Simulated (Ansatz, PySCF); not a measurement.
C2H10O2Si2, SMILES [SiH2](O)CC[SiH2]O. Atoms are numbered in the order given.

```xyz
16

O     -3.3887    -0.4016    -0.0893
Si    -1.8014    -0.3127     0.4205
C     -0.7624     0.7377    -0.7474
C      0.6389     1.1007    -0.2380
Si     1.8314    -0.3409    -0.0115
O      3.3806     0.2003     0.2962
H     -3.5702    -0.9657    -0.8456
H     -1.8385     0.3189     1.7697
H     -1.2060    -1.6851     0.5277
H     -1.3509     1.6504    -0.9494
H     -0.6957     0.2076    -1.7153
H      1.1263     1.8066    -0.9359
H      0.5786     1.6384     0.7251
H      1.4694    -1.1716     1.1697
H      1.7852    -1.1898    -1.2489
H      3.8153     0.6898    -0.4073
```

Geometry optimised at PBE0-D3(BJ)/def2-SVP. The structure was generated by enumeration, and PubChem lists no compound with its InChIKey, so it may never have been made. One conformer was computed; it need not be the lowest.

Two levels are set side by side: PBE-D3(BJ)/def2-SVP (Ansatz, a quantum-chemistry and plane-wave program) and PBE0-D3(BJ)/def2-SVP (Ansatz). Each level has its own optimised geometry; the coordinates shown are those of the second. Frequencies come from the Hessian of PySCF at each geometry. Differences are taken from unrounded values.

```
quantity                            PBE0-D3(BJ)  PBE-D3(BJ)  PBE-D3(BJ) minus PBE0-D3(BJ)
----------------------------------  -----------  ----------  ----------------------------
mean bond length (Å)                      1.398       1.409                         0.011
bond O1–Si2 (Å)                           1.670       1.686                         0.017
bond Si2–C3 (Å)                           1.883       1.896                         0.013
bond C3–C4 (Å)                            1.535       1.544                         0.009
bond C4–Si5 (Å)                           1.885       1.898                         0.013
bond Si5–O6 (Å)                           1.670       1.687                         0.017
bond O1–H7 (Å)                            0.961       0.972                         0.012
bond Si2–H8 (Å)                           1.490       1.501                         0.011
bond Si2–H9 (Å)                           1.500       1.511                         0.012
bond C3–H10 (Å)                           1.105       1.113                         0.008
bond C3–H11 (Å)                           1.105       1.114                         0.008
bond C4–H12 (Å)                           1.106       1.114                         0.008
bond C4–H13 (Å)                           1.105       1.113                         0.008
bond Si5–H14 (Å)                          1.489       1.499                         0.010
bond Si5–H15 (Å)                          1.501       1.513                         0.012
bond O6–H16 (Å)                           0.961       0.973                         0.012
highest harmonic wavenumber (cm⁻¹)         3943        3772                          -171
mean harmonic wavenumber (cm⁻¹)            1233        1193                           -40
zero-point energy (kcal/mol)              74.05       71.62                         -2.42
```

GGA bonds tend to be longer and softer than those of functionals with exact exchange. Differences between two approximate levels are no errors against the true value.
